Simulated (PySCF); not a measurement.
## Spin-orbit coupling and the electron affinity along the 4d series

Two-component X2C-1e calculated with PySCF 2.14: MP2 on generalised Hartree-Fock spinors (GMP2), with spin-orbit coupling off and on (screened by Boettger's factors); no Breit or QED terms. Values in eV; the references (photodetachment measurements) lie between the lowest levels. Elements whose determinants are no pure J levels are left out.

```csv
element,configurations,spin-free,with spin-orbit,shift,reference
"Ru (x2c-TZVPall-2c with one added diffuse shell each of s, p, d type, [Ar] 3d10 frozen)",[Kr] 4d7 5s2 → [Kr] 4d7 5s1,0.520,0.515,-0.005,1.046
"Rh (x2c-TZVPall-2c with one added diffuse shell each of s, p, d type, [Ar] 3d10 frozen)",[Kr] 4d8 5s2 → [Kr] 4d8 5s1,0.672,0.667,-0.005,1.143
"Pd (x2c-TZVPall-2c with one added diffuse shell each of s, p, d type, [Ar] 3d10 frozen)",[Kr] 4d10 5s1 → [Kr] 4d10,0.149,0.152,0.003,0.562
"Ag (x2c-TZVPall-2c with one added diffuse shell each of s, p, d type, [Ar] 3d10 frozen)",[Kr] 4d10 5s2 → [Kr] 4d10 5s1,0.919,0.920,0.002,1.304
```

What remains against the references is mostly the basis and correlation beyond MP2.
